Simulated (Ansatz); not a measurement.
Basis-set series for `[NH][SiH](F)Cl` radical. The species carries charge 0 and has multiplicity 2. The geometry is a stationary point of PBE0-D4/def2-TZVP. It is one conformer, not always the lowest.

```json
{"functional": "PBE0-D4", "basis": "def2-SVP", "functions": "74", "energy (Eh)": "-904.76181", "HOMO (eV)": "-8.54", "LUMO (eV)": "-3.90"}
{"functional": "PBE0-D4", "basis": "def2-QZVPP", "functions": "314", "energy (Eh)": "-905.26160", "HOMO (eV)": "-8.83", "LUMO (eV)": "-4.16"}
{"functional": "ωB97M-V", "basis": "def2-SVP", "functions": "74", "energy (Eh)": "-905.10346", "HOMO (eV)": "-10.88", "LUMO (eV)": "-1.72"}
{"functional": "ωB97M-V", "basis": "def2-QZVPP", "functions": "314", "energy (Eh)": "-905.60420", "HOMO (eV)": "-11.21", "LUMO (eV)": "-2.10"}
```

**Question.** Give the rows for def2-TZVPP. (Estimate.)

**Answer.** Computed: 
```tsv
functional	basis	functions	energy (Eh)	HOMO (eV)	LUMO (eV)
PBE0-D4	def2-TZVPP	174	-905.22888	-8.79	-4.11
ωB97M-V	def2-TZVPP	174	-905.57346	-11.16	-2.03
```

HOMO and LUMO are taken over both spins.
